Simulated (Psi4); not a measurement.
Two rigid molecules brought together: CH3Cl ··· H6Si2 (SMILES CCl and [SiH3][SiH3]). Monomers: optimised at B3LYP-D3(BJ) (def2-TZVP), held rigid. Orientation: lowest of the rigid-body minima from ten starts at GFN2-xTB. R is the distance of the centres of mass, along which the second monomer moves.

Methods: PBE/def2-TZVP, counterpoise-corrected (Psi4); PBE-D3(BJ)/def2-TZVP, counterpoise-corrected (Psi4); SAPT0/jun-cc-pVDZ, frozen core (Psi4).

Interaction energies in kJ/mol; the last columns give the difference from SAPT0:

| R / Å | PBE/def2-TZVP | PBE-D3(BJ)/def2-TZVP | SAPT0/jun-cc-pVDZ | PBE/def2-TZVP − SAPT0/jun-cc-pVDZ | PBE-D3(BJ)/def2-TZVP − SAPT0/jun-cc-pVDZ |
|---|---|---|---|---|---|
| 3.33 | 13.73 | 3.05 | 13.18 | 0.56 | -10.13 |
| 3.57 | 3.31 | -5.97 | 1.10 | 2.21 | -7.07 |
| 3.73 | -0.01 | -8.33 | -2.62 | 2.60 | -5.72 |
| 3.93 | -2.01 | -9.16 | -4.62 | 2.60 | -4.54 |
| 4.17 | -2.76 | -8.58 | -5.01 | 2.25 | -3.57 |
| 4.30 | -2.77 | -7.94 | -4.79 | 2.01 | -3.15 |
| 4.60 | -2.39 | -6.23 | -3.89 | 1.50 | -2.34 |
| 4.91 | -1.81 | -4.60 | -2.92 | 1.11 | -1.67 |
| 5.41 | -1.02 | -2.67 | -1.78 | 0.75 | -0.89 |
| 6.15 | -0.38 | -1.16 | -0.87 | 0.49 | -0.28 |
| 7.14 | -0.11 | -0.42 | -0.38 | 0.27 | -0.04 |
| 8.45 | -0.04 | -0.15 | -0.15 | 0.11 | 0.00 |

PBE/def2-TZVP is furthest from SAPT0/jun-cc-pVDZ at 3.93 (2.60 kJ/mol, above); its mean absolute difference over the points is 1.37 kJ/mol.

PBE-D3(BJ)/def2-TZVP is furthest from SAPT0/jun-cc-pVDZ at 3.33 (-10.13 kJ/mol, below); its mean absolute difference over the points is 3.28 kJ/mol.
